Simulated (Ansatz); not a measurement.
Coupled-cluster diagnostics for the cluster BeCl3⁻, Ansatz.

Geometry of the singlet (PBE0-D4/def2-TZVPD):

```tsv
atom	x (Å)	y (Å)	z (Å)
Be1	0.000	0.001	0.000
Cl2	1.502	1.181	-0.274
Cl3	-1.307	-0.239	-1.400
Cl4	-0.194	-0.942	1.673
```

Correlated methods freeze 15 core orbitals. In the triplet, Cl2 and Cl3 lie 2.57 Å apart (atoms count from 1), so these atoms are partly bonded to each other. In the quintet geometry the species has come apart into loosely held pieces. In the quintet, Cl3 and Cl4 lie 2.58 Å apart (atoms count from 1), so these atoms are partly bonded to each other. The structure comes from a short search, and lower isomers may exist.

Geometry of the charge -1 triplet (PBE0-D4/def2-TZVPD):

```xyz
4

Be    0.489    0.527    0.225
Cl   -0.025   -0.219   -1.735
Cl   -1.668    0.516    0.097
Cl    1.204   -0.824    1.414
```

Geometry of the charge -1 quintet (PBE0-D4/def2-TZVPD):

```csv
atom,x (Å),y (Å),z (Å)
Be1,-0.480,-0.090,0.260
Cl2,1.939,-2.053,-3.141
Cl3,-0.168,0.306,2.312
Cl4,-1.291,1.837,0.569
```

Estimate the CCSD(T) correlation energy, the shares of MP2 and (T), T1 and the reference's ⟨S²⟩ for: charge -1, singlet, own geometry in def2-TZVPPD; charge -1, triplet, own geometry in def2-TZVPPD; charge -1, quintet, own geometry in def2-TZVPPD; charge 0, doublet, vertical in def2-TZVPPD; and the rough time on 4 threads of Arm Neoverse V1 on a shared host.


```json
{"state": "charge -1, singlet, own geometry", "basis": "def2-TZVPPD", "correlation (eV)": "-19.954", "MP2 share (%)": "89.3", "(T) share (%)": "3.9", "T1": "0.006", "⟨S²⟩ (pure)": "0.00 (0.00)", "wall time": "26 s", "remarks": "–"}
{"state": "charge -1, triplet, own geometry", "basis": "def2-TZVPPD", "correlation (eV)": "-19.805", "MP2 share (%)": "88.5", "(T) share (%)": "4.2", "T1": "0.013", "⟨S²⟩ (pure)": "2.02 (2.00)", "wall time": "4.6 min", "remarks": "–"}
{"state": "charge -1, quintet, own geometry", "basis": "def2-TZVPPD", "correlation (eV)": "-18.756", "MP2 share (%)": "86.9", "(T) share (%)": "4.0", "T1": "0.012", "⟨S²⟩ (pure)": "6.03 (6.00)", "wall time": "6.5 min", "remarks": "HOMO above zero"}
{"state": "charge 0, doublet, vertical", "basis": "def2-TZVPPD", "correlation (eV)": "-19.270", "MP2 share (%)": "86.9", "(T) share (%)": "4.4", "T1": "0.064", "⟨S²⟩ (pure)": "0.76 (0.75)", "wall time": "5.6 min", "remarks": "large T1"}
```
Customary marks for T1 are 0.02 (closed shells), 0.045 (open shells) and about 0.05 (3d metals). T1 exceeds 0.02 in 1 of 4 rows and 0.045 in 1; the higher it lies, the less the single-reference result can be trusted.
